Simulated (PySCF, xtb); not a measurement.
propylene glycol cation (C3H8O2), SMILES CC(O)CO (connectivity only; charge and spin as stated), charge +1, multiplicity 2. Other conformers were not sampled.

Harmonic wavenumbers (cm⁻¹) from GFN2-xTB in xtb at its own minimum, in rising order: 109, 192, 242, 317, 399, 447, 458, 475, 590, 903, 951, 978, 1031, 1093, 1140, 1163, 1190, 1235, 1249, 1270, 1313, 1371, 1393, 1403, 1437, 2878, 2912, 2954, 2970, 3020, 3074, 3387, 3392.

Problem. What does PBE0-D3(BJ)/def2-SVP in PySCF give at its own minimum? (An estimate is asked for; the answer gives what the named calculation found.)

Solution. 119, 199, 211, 259, 386, 413, 464, 505, 578, 877, 935, 974, 1050, 1118, 1134, 1199, 1237, 1333, 1365, 1372, 1381, 1428, 1447, 1485, 1513, 3047, 3089, 3136, 3144, 3193, 3226, 3763, 3784. Paired by order, the mean absolute difference is 86 cm⁻¹ and the zero-point energies are 67.1 and 70.6 kcal/mol.
